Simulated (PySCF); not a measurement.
Electron correlation in C⁻ (carbon, charge -1)

[He] 2s2 2p3, high-spin 4S determinant. Computed with PySCF 2.14 in aug-cc-pVTZ with one added diffuse shell each of s, p, d, f type (6s5p4d3f, 62 functions), with no relativity, point nucleus. Frozen: 1s2; 5 electrons correlated.

```tsv
level	correlation energy (mhartree)
CCSD	-113.57
(T)	-4.81
CCSD(T)	-118.38
```

Diagnostics: T1 = 0.024, D1 = 0.0425, largest double amplitude 0.035.

Cost of the coupled-cluster step: roughly 2.6 core-seconds, for 5 correlated electrons.
